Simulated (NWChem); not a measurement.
System: diethyl ether (C$_{4}$H$_{10}$O); SMILES CCOCC

NWChem printed, in part:

```
             Northwest Computational Chemistry Package (NWChem) 7.3.0
             --------------------------------------------------------

 C1  symmetry detected

                             Geometry "geometry" -> ""
                             -------------------------

 Output coordinates in angstroms (scale by  1.889725989 to convert to a.u.)

  No.       Tag          Charge          X              Y              Z
 ---- ---------------- ---------- -------------- -------------- --------------
    1 C                    6.0000    -0.12358178     2.32886652    -0.18980413
    2 C                    6.0000    -0.29951335     0.94035121     0.37836675
    3 O                    8.0000     0.57578097     0.06958651    -0.28212832
    4 C                    6.0000     0.60578882    -1.24058392     0.21349426
    5 C                    6.0000    -0.59410565    -2.08200764    -0.18724269
    6 H                    1.0000     0.91344551     2.67090344    -0.05643776
    7 H                    1.0000    -0.34646737     2.33393244    -1.26711497
    8 H                    1.0000    -0.79587605     3.04289209     0.30861579
    9 H                    1.0000    -0.08788101     0.93966221     1.46910100
   10 H                    1.0000    -1.35424048     0.61763090     0.26362405
   11 H                    1.0000     0.71117289    -1.23025897     1.31876018
   12 H                    1.0000     1.52532215    -1.69430562    -0.18990023
   13 H                    1.0000    -0.46363796    -3.12108782     0.15231740
   14 H                    1.0000    -0.70811316    -2.08872757    -1.28195318
   15 H                    1.0000    -1.53150047    -1.70709018     0.25112915

 Effective nuclear repulsion energy (a.u.)     191.9571682060

                                Z-matrix (autoz)
                                --------

 Units are Angstrom for bonds and degrees for angles

[...]

      ----------------------
      Optimization converged
      ----------------------

  Step       Energy      Delta E   Gmax     Grms     Xrms     Xmax
  ---- ---------------- -------- -------- -------- -------- --------
@    5    -233.65726312 -3.3D-07  0.00004  0.00001  0.00054  0.00145
                                     ok       ok       ok       ok

                                Z-matrix (autoz)
                                --------

 Units are Angstrom for bonds and degrees for angles

[...]

 Rotational Constants
 --------------------
 A=   0.458065 cm-1  (  0.659039 K)
 B=   0.082028 cm-1  (  0.118018 K)
 C=   0.077202 cm-1  (  0.111074 K)

 Temperature                      =   298.15K
 frequency scaling parameter      =   1.0000

 Zero-Point correction to Energy  =   86.310 kcal/mol  (  0.137544 au)
 Thermal correction to Energy     =   90.557 kcal/mol  (  0.144311 au)
 Thermal correction to Enthalpy   =   91.149 kcal/mol  (  0.145255 au)

 Total Entropy                    =   80.030 cal/mol-K
   - Translational                =   38.806 cal/mol-K (mol. weight =  74.0732)
   - Rotational                   =   25.811 cal/mol-K (symmetry #  =        1)
   - Vibrational                  =   15.413 cal/mol-K

 Cv (constant volume heat capacity) =   22.636 cal/mol-K
   - Translational                  =    2.979 cal/mol-K
   - Rotational                     =    2.979 cal/mol-K
   - Vibrational                    =   16.677 cal/mol-K

[normal modes left out]

 ----------------------------------------------------------------------------
 Normal Eigenvalue ||           Projected Infra Red Intensities
  Mode   [cm**-1]  || [atomic units] [(debye/angs)**2] [(KM/mol)] [arbitrary]
 ------ ---------- || -------------- ----------------- ---------- -----------
    1       -0.000 ||    0.000223           0.005         0.217       0.128
    2       -0.000 ||    0.000273           0.006         0.266       0.157
    3       -0.000 ||    0.000001           0.000         0.001       0.001
    4        0.000 ||    0.000065           0.002         0.063       0.037
    5        0.000 ||    0.000796           0.018         0.776       0.457
    6        0.000 ||    0.000333           0.008         0.325       0.192
    7       59.630 ||    0.000025           0.001         0.025       0.014
    8      122.139 ||    0.003302           0.076         3.219       1.899
    9      220.198 ||    0.000460           0.011         0.448       0.264
   10      253.750 ||    0.000389           0.009         0.380       0.224
   11      314.307 ||    0.002250           0.052         2.193       1.294
   12      374.016 ||    0.004054           0.094         3.952       2.331
   13      503.319 ||    0.002756           0.064         2.687       1.585
   14      805.957 ||    0.003687           0.085         3.595       2.120
   15      832.083 ||    0.000715           0.016         0.697       0.411
   16      851.264 ||    0.005527           0.128         5.388       3.178
   17      934.847 ||    0.004175           0.096         4.070       2.401
   18     1042.515 ||    0.012619           0.291        12.302       7.256
   19     1104.679 ||    0.023726           0.547        23.129      13.642
   20     1133.782 ||    0.003661           0.084         3.568       2.105
   21     1168.659 ||    0.155745           3.593       151.828      89.554
   22     1198.745 ||    0.015684           0.362        15.290       9.018
   23     1226.625 ||    0.042131           0.972        41.071      24.226
   24     1310.922 ||    0.001080           0.025         1.052       0.621
   25     1343.228 ||    0.021981           0.507        21.428      12.639
   26     1411.134 ||    0.017856           0.412        17.406      10.267
   27     1428.607 ||    0.000191           0.004         0.186       0.110
   28     1440.753 ||    0.035084           0.809        34.202      20.174
   29     1456.527 ||    0.011665           0.269        11.371       6.707
   30     1514.419 ||    0.004799           0.111         4.679       2.760
   31     1519.246 ||    0.002244           0.052         2.187       1.290
   32     1520.361 ||    0.001797           0.041         1.752       1.033
   33     1531.688 ||    0.004026           0.093         3.925       2.315
   34     1538.718 ||    0.001145           0.026         1.116       0.659
   35     1561.973 ||    0.003400           0.078         3.315       1.955
   36     2972.982 ||    0.034715           0.801        33.842      19.961
   37     2986.990 ||    0.096079           2.217        93.663      55.246
   38     3009.275 ||    0.050433           1.164        49.165      28.999
   39     3053.285 ||    0.021708           0.501        21.162      12.482
   40     3058.489 ||    0.019594           0.452        19.102      11.267
   41     3085.326 ||    0.022620           0.522        22.051      13.007
   42     3119.244 ||    0.043492           1.003        42.398      25.008
   43     3128.697 ||    0.018844           0.435        18.370      10.836
   44     3130.522 ||    0.054321           1.253        52.954      31.235
   45     3134.711 ||    0.032929           0.760        32.101      18.934
 ----------------------------------------------------------------------------
```

Level: B3LYP/6-31G* (spherical d). 

Task: Which NWChem input produces such a log?

Result: One answer among several that fit: the input that was run:
```
start job
memory heap 200 mb stack 900 mb global 1100 mb
geometry units angstroms
  C     -0.113250     2.330462    -0.173329
  C     -0.322193     0.937284     0.371779
  O      0.593032     0.072451    -0.240636
  C      0.594009    -1.241666     0.245352
  C     -0.578029    -2.080589    -0.235133
  H      0.913230     2.672073     0.026276
  H     -0.269504     2.344099    -1.262228
  H     -0.815719     3.040002     0.288542
  H     -0.178001     0.927908     1.473419
  H     -1.367506     0.614827     0.189829
  H      0.631248    -1.240214     1.355053
  H      1.537113    -1.691521    -0.104387
  H     -0.467498    -3.122298     0.103446
  H     -0.624528    -2.078527    -1.334800
  H     -1.541021    -1.709830     0.147785
end
basis spherical
  * library 6-31g*
end
dft
  xc b3lyp
  iterations 150
end
driver
  maxiter 120
end
task dft optimize
task dft freq
```
